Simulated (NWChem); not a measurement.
CrH₂S₃O; SMILES [OH][Cr](=[S])(=[S])[SH]

```xyz
7

Cr     0.0468     0.1128     0.2341
S     -1.0707     1.5162    -0.6407
S      1.8842     0.0466    -0.5307
O      0.1075     0.3348     1.9613
H     -0.6336     0.8635     2.3226
S     -0.7681    -1.8589    -0.2995
H     -2.0749    -1.5121    -0.0967
```
Atoms are numbered in this order, from 1.

Computed with NWChem. Coordinates come from a PBE-D3(BJ)/def2-SVP optimisation. No frequency run checked for a minimum.

For level Hartree-Fock/def2-SVPD:

orbital gap (eV): 8.54
dipole (D): 1.80

**Question.** What are these values for level Hartree-Fock/def2-TZVP?

**Answer.** 
| Item | Result |
|---|---|
| orbital gap (eV) | 8.93 |
| dipole (D) | 2.02 |
